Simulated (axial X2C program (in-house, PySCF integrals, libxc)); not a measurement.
## Potential curves of LiCa⁻, two-component

Calculated with an in-house relativistic program for diatomic molecules. Two-component (2c) means X2C with spin–orbit coupling and atomic mean-field two-electron Coulomb and Gaunt terms. Basis: Ca dyall-acv3z [12s13p7d5f], Li dyall-av3z [9s9p3d] (cores contracted in-house); Gaussian nuclei, density fitting, unrestricted open shells. Masses: Ca 39.963 u, Li 7.016 u.

State: Ω = 0 (closed shell). Energies in kJ/mol from the fragments at the same level (Ca + Li-). Fits are polynomials in 1 − R0/R over 0.85 to 1.23 times the lowest point R0.

```json
{"R (Å)": "3.2268", "CCSD": "", "CCSD(T)": "", "PBE0": "-47.86", "MP2": "-32.00"}
{"R (Å)": "3.3752", "CCSD": "-44.39", "CCSD(T)": "-49.72", "PBE0": "-52.74", "MP2": "-37.46"}
{"R (Å)": "3.4865", "CCSD": "-46.78", "CCSD(T)": "-51.86", "PBE0": "-54.84", "MP2": "-39.99"}
{"R (Å)": "3.5977", "CCSD": "-48.13", "CCSD(T)": "-52.98", "PBE0": "-55.92", "MP2": "-41.49"}
{"R (Å)": "3.7090", "CCSD": "-48.67", "CCSD(T)": "-53.30", "PBE0": "-56.19", "MP2": "-42.18"}
{"R (Å)": "3.8388", "CCSD": "-48.51", "CCSD(T)": "-52.89", "PBE0": "-55.74", "MP2": "-42.20"}
{"R (Å)": "3.9686", "CCSD": "-47.69", "CCSD(T)": "-51.84", "PBE0": "-54.67", "MP2": "-41.60"}
{"R (Å)": "4.1355", "CCSD": "-45.97", "CCSD(T)": "-49.81", "PBE0": "-52.66", "MP2": "-40.17"}
{"R (Å)": "4.3395", "CCSD": "", "CCSD(T)": "", "PBE0": "-49.61", "MP2": "-37.81"}
{"R (Å)": "4.6363", "CCSD": "", "CCSD(T)": "", "PBE0": "-44.64", "MP2": "-33.80"}
```

Correlated methods: 12 electrons correlated (number of frozen shells: Ca 2 s, 1 p; Li 1 s), 274 virtual spin orbitals or spinors in MP2.

One determinant describes the state; a PBE0 search over occupations chose it and may have missed a lower one. De is counted from the lowest determinant-based energies of the atoms at the same level, without counterpoise correction. Coupled cluster ran in a truncated set of natural virtual spinors; the MP2 energy of the rest was added. (T) has no such correction and the atoms are truncated less, which lowers De at CCSD(T) by a hundredth of an eV or more. Other states lie close and PBE0, whose exact exchange favours high spin, may order them wrongly; the determinant shown need not be the ground state. The nearest other 2c determinant of the search, Ω = 1, lies 0.41 eV up at the distance of the search. The highest occupied level of some functionals is positive through self-interaction error; at Hartree–Fock it is bound. The T1 diagnostic is large, a sign of multireference character. Coupled cluster ran on the points near the minimum only. MP2 and coupled cluster on one determinant become unreliable at the stretched end.

Question: What are Re, ωe and De at the CCSD level?

Answer: At CCSD, 2c: Re = 3.745 Å, ωe ≈ 150 cm⁻¹, De = 0.50 eV to Ca + Li-; Be follows as 0.201 cm⁻¹.

Question: Fit the CCSD(T) curve near its minimum: give the equilibrium distance, the harmonic wavenumber and the well depth.

Answer: At CCSD(T), 2c: Re = 3.705 Å, ωe ≈ 155 cm⁻¹, De = 0.55 eV to Ca + Li-; Be follows as 0.206 cm⁻¹.

Question: Fit the PBE0 curve near its minimum: give the equilibrium distance, the harmonic wavenumber and the well depth.

Answer: At PBE0, 2c: Re = 3.698 Å, ωe ≈ 156 cm⁻¹, De = 0.58 eV to Ca + Li-; Be follows as 0.207 cm⁻¹.

Question: Fit the MP2 curve near its minimum: give the equilibrium distance, the harmonic wavenumber and the well depth.

Answer: At MP2, 2c: Re = 3.776 Å, ωe ≈ 143 cm⁻¹, De = 0.44 eV to Ca + Li-; Be follows as 0.198 cm⁻¹.
